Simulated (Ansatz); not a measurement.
Reaction (formal exchange of groups at the Si–C bond): `C[Si](C)(O)[SiH3]` + `C=N` → `C[SiH](O)[SiH3]` + `C=NC`

Gas-phase electronic energies from Ansatz, PBE0-D4/def2-TZVP geometries. CBS: MP2 limit from def2 TZ/QZ plus the TZ coupled-cluster correction, frozen cores. This one scheme is used for every species. Functionals use def2-TZVPP. B3LYP here is the variant with VWN-RPA as its local correlation; programs differ in this. Each species was taken in one conformer, which may not be the lowest.

Q: Is it downhill or uphill in electronic energy at CCSD(T)/CBS, and by how much? (An estimate is asked.)

A: Computed: Uphill: ΔE = +64.0 kJ/mol.

Q: What do these levels give: B2PLYP, B3LYP, CCSD/def2-TZVPP, MP2/def2-QZVPP, HF/CBS(def2), MP2/CBS(def2)? (An estimate is asked.)

A: Ansatz gave: B2PLYP 58.0, B3LYP 53.9, CCSD/def2-TZVPP 61.7, MP2/def2-QZVPP 65.2, HF/CBS(def2) 51.1, MP2/CBS(def2) 65.9 kJ/mol.

Largest T1 diagnostic among the species: 0.012.

The D4 term adds +5.7 kJ/mol with B3LYP and +3.5 kJ/mol with PBE0; it sums over pairs of atoms, weighted by their polarisabilities, and B3LYP, whose exchange is more repulsive, gets the larger term. In def2-TZVPP, CCSD(T) changes the Hartree–Fock value by +11.2 kJ/mol (the triples alone add +1.0 kJ/mol) and MP2 by +13.1 kJ/mol.
